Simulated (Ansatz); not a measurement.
One change: `Cl[Si](Cl)(Cl)[TeH]` becomes `CN[Si](Cl)(Cl)Cl`.

Ansatz, PBE0-D4/def2-TZVP geometries, multiplicity 1. Each molecule was computed in one conformer, which needn't be the lowest.

Elements past krypton have def2 core potentials.

```json
{"property": "zero-point energy (PBE0-D4/def2-TZVP) / kJ/mol", "`Cl[Si](Cl)(Cl)[TeH]`": "33.8"}
{"property": "size of the dipole moment (B3LYP/def2-TZVPP) / D", "`Cl[Si](Cl)(Cl)[TeH]`": "1.22"}
{"property": "HOMO–LUMO gap (PBE/def2-TZVPP) / eV", "`Cl[Si](Cl)(Cl)[TeH]`": "3.70"}
{"property": "HOMO–LUMO gap (ωB97M-V/def2-TZVPP) / eV", "`Cl[Si](Cl)(Cl)[TeH]`": "9.53"}
{"property": "LUMO energy (PBE0/def2-TZVPP) / eV", "`Cl[Si](Cl)(Cl)[TeH]`": "-1.49"}
{"property": "HOMO energy (B3LYP/def2-TZVPP) / eV", "`Cl[Si](Cl)(Cl)[TeH]`": "-6.83"}
```

Task: Give the same properties after the change, and the shifts. (An estimate is asked.)

Result: The calculation gave: 
```json
{"property": "zero-point energy (PBE0-D4/def2-TZVP) / kJ/mol", "`CN[Si](Cl)(Cl)Cl`": "158.7", "shift": "124.9"}
{"property": "size of the dipole moment (B3LYP/def2-TZVPP) / D", "`CN[Si](Cl)(Cl)Cl`": "2.56", "shift": "1.34"}
{"property": "HOMO–LUMO gap (PBE/def2-TZVPP) / eV", "`CN[Si](Cl)(Cl)Cl`": "5.51", "shift": "1.81"}
{"property": "HOMO–LUMO gap (ωB97M-V/def2-TZVPP) / eV", "`CN[Si](Cl)(Cl)Cl`": "12.09", "shift": "2.56"}
{"property": "LUMO energy (PBE0/def2-TZVPP) / eV", "`CN[Si](Cl)(Cl)Cl`": "0.31", "shift": "1.80"}
{"property": "HOMO energy (B3LYP/def2-TZVPP) / eV", "`CN[Si](Cl)(Cl)Cl`": "-7.39", "shift": "-0.56"}
```

With PBE0 the HOMO falls by 0.57 eV and the LUMO rises by 1.80 eV, so the gap widens by about 2.37 eV. PBE moves the HOMO by -0.23 eV and ωB97M-V by -0.81 eV. The zero-point energy changes by 124.9 kJ/mol with +12 modes. Dipoles are sizes alone; their direction can turn.

B3LYP here is the variant with VWN-RPA as its local correlation; programs differ in this.

Spin–orbit coupling is left out; it splits and shifts lone-pair levels of the heavy atoms by tenths of an eV.
